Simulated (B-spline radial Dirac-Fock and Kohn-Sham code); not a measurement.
**Compton profile of Ni¹²⁺**

System: nickel as Ni¹²⁺, configuration 1s2 2s2 2p6 3s2 3p4.

These are calculated numbers from a radial finite-basis atomic code; the model is the impulse approximation on Dirac-Fock orbitals of the configuration average with a finite nucleus. pz is in atomic units of momentum; subshell profiles are per electron, for a selection of subshells; open shells are spread over both j values by their weights.

| pz | J total | J 2p1/2 | J 2p3/2 | J 3p1/2 | J 3p3/2 |
| --- | --- | --- | --- | --- | --- |
| 0 | 1.799 | 0.0581 | 0.0589 | 0.159 | 0.160 |
| 0.15 | 1.796 | 0.0581 | 0.0589 | 0.159 | 0.160 |
| 0.21 | 1.792 | 0.0581 | 0.0589 | 0.159 | 0.160 |
| 0.31 | 1.783 | 0.0581 | 0.0589 | 0.159 | 0.160 |
| 0.45 | 1.764 | 0.0581 | 0.0589 | 0.158 | 0.160 |
| 0.66 | 1.724 | 0.0581 | 0.0589 | 0.158 | 0.159 |
| 0.97 | 1.642 | 0.0581 | 0.0588 | 0.155 | 0.156 |
| 1.4 | 1.490 | 0.0580 | 0.0587 | 0.147 | 0.147 |
| 2.1 | 1.198 | 0.0575 | 0.0582 | 0.117 | 0.117 |
| 3 | 0.8608 | 0.0559 | 0.0565 | 0.0674 | 0.0667 |
| 4.4 | 0.5553 | 0.0505 | 0.0508 | 0.0179 | 0.0174 |
| 6.4 | 0.3596 | 0.0382 | 0.0382 | 0.00532 | 0.00540 |
| 9.3 | 0.1963 | 0.0205 | 0.0202 | 0.00450 | 0.00453 |
| 14 | 0.07743 | 0.00597 | 0.00574 | 0.00150 | 0.00146 |
| 20 | 0.02975 | 0.00123 | 0.00115 | 0.000295 | 0.000279 |
| 29 | 0.009255 | 0.000157 | 0.000140 | 3.54e-05 | 3.20e-05 |
| 42 | 0.002236 | 1.50e-05 | 1.25e-05 | 3.23e-06 | 2.73e-06 |
| 62 | 0.0003839 | 1.08e-06 | < 1e-6 | < 1e-6 | < 1e-6 |
| 90 | 6.026e-05 | < 1e-6 | < 1e-6 | < 1e-6 | < 1e-6 |

J(0) = 1.799. The 3s1/2 subshell gives the largest part, 29 %.

Mean momentum ⟨p⟩ by subshell (a.u.): 1s1/2 23.9, 2s1/2 8.08, 2p1/2 10.8, 2p3/2 10.7, 3s1/2 3.96, 3p1/2 4.69, 3p3/2 4.65.
